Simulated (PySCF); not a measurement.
C₄H₄, SMILES C1=CC=C1. Heavy atoms are numbered as in [CH:1]1=[CH:3][CH:4]=[CH:2]1. Hydrogens are named by the atom that carries them.

Coordinates come from a PBE0-D3(BJ)/def2-SVP optimisation.

Computed with PySCF with PBE/def2-TZVPD.

Mulliken values depend strongly on the basis, most of all with diffuse functions as here. Atomic charges (e), one atom of each kind:

```json
[
 {"atom": "C1 (CH)", "Mulliken": "-0.25", "IAO": "(withheld)"},
 {"atom": "H on C1", "Mulliken": "0.25", "IAO": "(withheld)"}
]
```

Task: Some entries are withheld; supply them. (An estimate is asked for; the answer gives what the named calculation found.)

Result: 
- C1 (CH), IAO: -0.16
- H on C1, IAO: 0.16
